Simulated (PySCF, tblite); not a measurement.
Isomers of C5H7NSi. Level: GFN2-xTB in tblite, geometry and Hessian alike; calculated harmonic values, unscaled, isolated species. Errors from tens to a few hundred cm⁻¹ against measured bands are possible. Modes of hydrogen on silicon can be 10 to 20 % off. One conformer each.

Electronic energies: PBE0/pcSseg-1 single points on the GFN2-xTB geometries (PySCF, gas phase).

```tsv
SMILES	electronic energy, lowest = 0 (kJ/mol)
C=C/C(C#N)=C/[SiH3]	19.8
C=C1C[C@@H](C#N)[SiH2]1	8.0
C#CC[Si@H](C)C#N	0.0
N#CCC#CC[SiH3]	84.3
```

Question: How do GFN2-xTB zero-point energies change the relative energies?

Answer: 
```json
{"SMILES": "C#CC[Si@H](C)C#N", "ZPE (kJ/mol)": "259.4", "of it from modes above 1550 cm⁻¹": "151.3", "electronic (kJ/mol)": "0.0", "with ZPE, lowest = 0 (kJ/mol)": "0.0", "lowest mode (cm⁻¹)": "37", "rings": "0"}
{"SMILES": "C=C1C[C@@H](C#N)[SiH2]1", "ZPE (kJ/mol)": "263.2", "of it from modes above 1550 cm⁻¹": "142.2", "electronic (kJ/mol)": "8.0", "with ZPE, lowest = 0 (kJ/mol)": "11.8", "lowest mode (cm⁻¹)": "37", "rings": "1"}
{"SMILES": "C=C/C(C#N)=C/[SiH3]", "ZPE (kJ/mol)": "251.5", "of it from modes above 1550 cm⁻¹": "148.2", "electronic (kJ/mol)": "19.8", "with ZPE, lowest = 0 (kJ/mol)": "11.9", "lowest mode (cm⁻¹)": "36", "rings": "0"}
{"SMILES": "N#CCC#CC[SiH3]", "ZPE (kJ/mol)": "251.1", "of it from modes above 1550 cm⁻¹": "140.0", "electronic (kJ/mol)": "84.3", "with ZPE, lowest = 0 (kJ/mol)": "76.1", "lowest mode (cm⁻¹)": "11i", "rings": "0"}
```

The zero-point energies span 12.1 kJ/mol, from `N#CCC#CC[SiH3]` to `C=C1C[C@@H](C#N)[SiH2]1`. Slightly imaginary modes are left out of the zero-point energy: `N#CCC#CC[SiH3]` 11.4i cm⁻¹. The order is unchanged.

Question: And how do the electronic energies of GFN2-xTB itself compare?

Answer: `C#CC[Si@H](C)C#N` 110.7; `C=C1C[C@@H](C#N)[SiH2]1` 0.0; `C=C/C(C#N)=C/[SiH3]` 18.6; `N#CCC#CC[SiH3]` 33.6 kJ/mol, lowest = 0. Against the energies above, taken from the same isomer `C#CC[Si@H](C)C#N`, the largest difference is 161.4 kJ/mol.
